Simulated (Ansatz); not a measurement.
A series at Si: from `F[SiH](F)[SiH](F)F`, ligands are replaced one by one, each step taking up H₂ and setting free H–F; n counts the steps. Ansatz, PBE0-D4/def2-TZVP geometries. Each molecule was computed in one conformer, which needn't be the lowest.

CBS adds triple-zeta CCSD(T) − MP2 to the MP2 limit, frozen cores; atoms without spin–orbit coupling. 

```
n              molecule  atomization energy, CCSD(T)/CBS (kJ/mol)
0  `F[SiH](F)[SiH](F)F`                                    3226.1
1    `F[SiH2][SiH](F)F`                                         ?
2     `F[SiH](F)[SiH3]`                                    2740.3
3       `F[SiH2][SiH3]`                                    2478.3
4        `[SiH3][SiH3]`                                    2246.2
```

**Question.** By hand: fit a straight line y = ȳ + b (n − n̄) to the 4 given rows and predict n = 1.

**Answer.** n̄ = 2.250, ȳ = 2672.72; Σ(n − n̄)(y − ȳ) = -2154.22, Σ(n − n̄)² = 8.750, so b = -246.20 kJ/mol a step. Prediction: 2672.72 + (-246.20) × (-1.250) = 2980.5 kJ/mol.

**Question.** By hand: compare with the computed value, 2968.4 kJ/mol, and give the steps along the whole series.

**Answer.** The line misses by -12.1 kJ/mol (computed minus predicted). Steps: -257.7, -228.1, -262.0, -232.1 kJ/mol.

The steps differ by up to 33.9 kJ/mol, small against a whole step but well beyond the method's doubt, so the ligands' effects don't simply add. The miss is 1.2 % of the series' range. The energies themselves are unsure by some kJ/mol a bond, though much of that is common to the series.
